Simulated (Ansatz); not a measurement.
Input for Ansatz (an electronic-structure program): U-r2SCANh/def2-TZVPP on CrI4 (SMILES [I][Cr]([I])([I])[I]), 2S+1 = 3, a spin state set in the input, which need not be the lowest. Elements past Kr take the def2 small-core potentials; no spin–orbit coupling.

Ansatz 0.2 input:
```yaml
crystal:
  periodic: [false, false, false]
  atoms:
    - {symbol: Cr, position_ang: [-0.01073582, 0.00595174, -0.01144526]}
    - {symbol: I, position_ang: [1.63768133, 1.20366045, -1.43693167]}
    - {symbol: I, position_ang: [1.18330225, -1.17805949, 1.82054281]}
    - {symbol: I, position_ang: [-1.25565249, -1.64531143, -1.39250190]}
    - {symbol: I, position_ang: [-1.60836642, 1.64350528, 0.96312180]}
basis:
  gaussian:
    orbitals: def2-TZVPP
hamiltonian:
  xc: {name: r2SCANh}
magnetization: {spin_polarized: true, initial_magnetization: 2}
```

The log:

```
WARN ansatz: RAYON_NUM_THREADS=4 ignored (pool sized by the plan → 4); use --threads N
Functional definition: r2SCANh
integrals: 0.35 GiB planned
1911 factors; their error is unknown
mean field: 3.91 GiB planned
mean field evaluation 1: about -60788.0436 eV, gradient 1.5e2 eV
mean field evaluation 2: about -60518.7054 eV, gradient 2.6e2 eV
mean field evaluation 4: about -60810.4334 eV, gradient 1.1e2 eV
mean field evaluation 8: about -60840.8378 eV, gradient 1.1e0 eV
mean field evaluation 16: about -60841.3353 eV, gradient 1.0e-1 eV
mean field evaluation 32: about -60840.7782 eV, gradient 4.3e0 eV
mean field -60841.33537866 eV, -2235.8778354275 hartree, gradient 5.6e-5 eV, S^2 2.300574; 4 other end points of the search recorded, 0 dependent functions left out
reference -60841.33539369 eV, -2235.8778359797 hartree; 63, 61 occupied and 201, 203 virtual orbitals, 1911 factors
Total energy: -60841.33539369 eV, -2235.8778359797 hartree
```

The calculation finished and met its thresholds. Its determinant has ⟨S²⟩ = 2.30, a mixture of spin states.

Cost: very roughly 2.3 core-minutes.
